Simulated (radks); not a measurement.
Neutral rhenium, configuration [Xe] 4f14 5d5 6s2.

Method: Dirac Kohn-Sham, LB94 model potential, spin-unpolarised, spherical densities, finite nucleus; open shells fill j = l - 1/2 first; Fermi nuclear charge, rms radius 5.3698 fm; computed with a radial shooting solver on a logarithmic mesh with Libxc functionals.

Energy parts (eV):
| part | energy |
|---|---|
| kinetic | 515563.04 |
| electron-nucleus | -1139790.36 |
| Hartree | 178470.92 |
(The LB94 potential has no energy functional, so no total or exchange-correlation energy is given.)

Orbitals (lengths in bohr, moments of r in powers of bohr; r(max) is where P^2 peaks):
orbital,occ.,eigenvalue (eV),<1/r>,<r>,<r^4>,r(max),small-component weight
1s1/2,2,-71777.72,88.79,0.01802,5.431e-07,0.01123,8.03e-02
2s1/2,2,-12456.24,21.66,0.07546,0.00008066,0.06466,1.82e-02
2p1/2,2,-11931.92,21.66,0.06231,0.00004833,0.04792,1.84e-02
2p3/2,4,-10480.75,18.08,0.07040,0.00007133,0.05490,1.65e-02
3s1/2,2,-2893.585,7.943,0.1966,0.002967,0.1822,6.01e-03
3p1/2,2,-2656.300,7.872,0.1866,0.002607,0.1704,5.98e-03
3p3/2,4,-2341.680,6.946,0.2015,0.003470,0.1846,5.45e-03
3d3/2,4,-1939.427,6.846,0.1761,0.002344,0.1443,5.34e-03
3d5/2,6,-1870.955,6.629,0.1807,0.002557,0.1483,5.20e-03
4s1/2,2,-605.5295,3.333,0.4411,0.07011,0.4132,1.98e-03
4p1/2,2,-506.6188,3.229,0.4453,0.07610,0.4124,1.90e-03
4p3/2,4,-433.7477,2.901,0.4792,0.1014,0.4428,1.69e-03
4d3/2,4,-270.3461,2.696,0.4937,0.1281,0.4388,1.50e-03
4d5/2,6,-256.8330,2.618,0.5052,0.1402,0.4484,1.44e-03
4f5/2,6,-51.0941,2.192,0.5719,0.3696,0.4144,1.06e-03
4f7/2,8,-48.5304,2.160,0.5805,0.3954,0.4196,1.04e-03
5s1/2,2,-90.7091,1.320,1.030,2.099,0.9329,4.70e-04
5p1/2,2,-60.4252,1.191,1.129,3.201,0.9966,3.91e-04
5p3/2,4,-49.0197,1.070,1.234,4.605,1.082,3.29e-04
5d3/2,4,-10.5029,0.7257,1.823,31.80,1.388,1.56e-04
5d5/2,1,-9.5521,0.6950,1.902,38.65,1.434,1.43e-04
6s1/2,2,-9.9306,0.4302,2.969,161.0,2.496,5.78e-05

The highest occupied level is 5d5/2 at -9.552 eV. For comparison, the ionisation energy in NIST's Atomic Spectra Database is 7.834 eV (measured). In exact Kohn-Sham theory the highest level is minus the ionisation energy, but local and semilocal functionals leave it too shallow, through self-interaction and a potential that decays too fast; potentials with the right tail come closer. The electron density at the nucleus is 1.547e+06 e/bohr^3. The density falls to 0.001 e/bohr^3 at r = 4.58 bohr. Summed over all electrons, <r^2> = 64.01 bohr^2, which gives a Langevin (diamagnetic) susceptibility term of -50.7 x 10^-6 cm^3/mol.

Beside tabulated values, note that spin-unpolarised runs miss the spin-polarisation part of the exchange energy of open shells.
